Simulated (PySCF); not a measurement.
## Spinor energies of Pm(51+) (promethium, charge +51)

Start: [Ne]. Calculated with PySCF 2.14 in an uncontracted even-tempered set (17 s from 7.4 bohr⁻², ratio 2.6; 13 p from 9.6 bohr⁻², ratio 2.6; 6 d from 9.9 bohr⁻², ratio 2.8; 3 f from 220 bohr⁻², ratio 2.8): generalised Hartree-Fock with the X2C-1e Hamiltonian and a Gaussian nucleus; spin-orbit coupling (SO) screened by Boettger's factors.

```json
{"spinor shell": "1s1/2", "electrons": "2", "ε, screened SO (eV)": "-49243.4", "weight of nominal j (screened SO)": "1.000", "rms radius, screened SO (bohr)": "0.0264"}
{"spinor shell": "2s1/2", "electrons": "2", "ε, screened SO (eV)": "-11070.7", "weight of nominal j (screened SO)": "1.000", "rms radius, screened SO (bohr)": "0.105"}
{"spinor shell": "2p1/2", "electrons": "2", "ε, screened SO (eV)": "-10712.2", "weight of nominal j (screened SO)": "1.000", "rms radius, screened SO (bohr)": "0.0897"}
```

(1) Where does 2p3/2 lie, and what is the 2p spin-orbit splitting (screened SO)?

```csv
quantity,screened SO
E (hartree),-7244.67460
M_J,0
⟨J²⟩,0.000
⟨L²⟩,0.014
⟨S²⟩,0.014
```

Breit and QED terms are absent; they matter most for the inner s and p1/2 levels.

Densities and radii are taken from the X2C orbitals without a picture-change correction, which distorts them close to the nucleus.

Answers

(1) At -10126.4 eV, 585.84 eV above 2p1/2.
